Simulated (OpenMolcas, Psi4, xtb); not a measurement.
**SnGeH6 (SMILES [GeH3][SnH3]): the HOMO–LUMO gap, rung by rung**

SnGeH6: 8 atoms, total charge 0, spin state singlet. As SMILES, `[GeH3][SnH3]`. The shape is that of a PBE0-D4/def2-TZVP optimisation.

Quantity: the HOMO–LUMO gap, in eV. The values are calculated.

| level | kind | program | value (eV) | CPU time |
| --- | --- | --- | --- | --- |
| GFN0-xTB | semi-empirical | xtb | 6.66 | under 2 s |
| HF/def2-SVP (core potential) | Hartree–Fock | OpenMolcas | 13.56 | 7 s |
| SVWN5/def2-SVP (core potential) | LDA | OpenMolcas | 6.00 | 16 s |
| BLYP/def2-SVP (core potential) | GGA | OpenMolcas | 6.00 | 21 s |
| PBE/def2-SVP (core potential) | GGA | OpenMolcas | 6.13 | 21 s |
| r2SCAN/def2-SVP (core potential) | meta-GGA | OpenMolcas | 6.71 | 28 s |
| M06-2X/def2-SVP (core potential) | hybrid meta-GGA | OpenMolcas | 9.91 | 24 s |
| CAM-B3LYP/def2-SVP (density fitting, core potential) | range-separated hybrid | Psi4 | 10.18 | 6.8 s |
| B2PLYP/def2-SVP (core potential) | double hybrid | OpenMolcas | 10.05 | 13 s |

The values span 6.00 to 13.56 eV. Orbital gaps aren't excitation energies, and those of double hybrids come from the SCF part alone; they tend to grow with the share of exact exchange. Times are those of the runs behind each value, whatever else they computed, on shared processors of several kinds: orders of magnitude only.
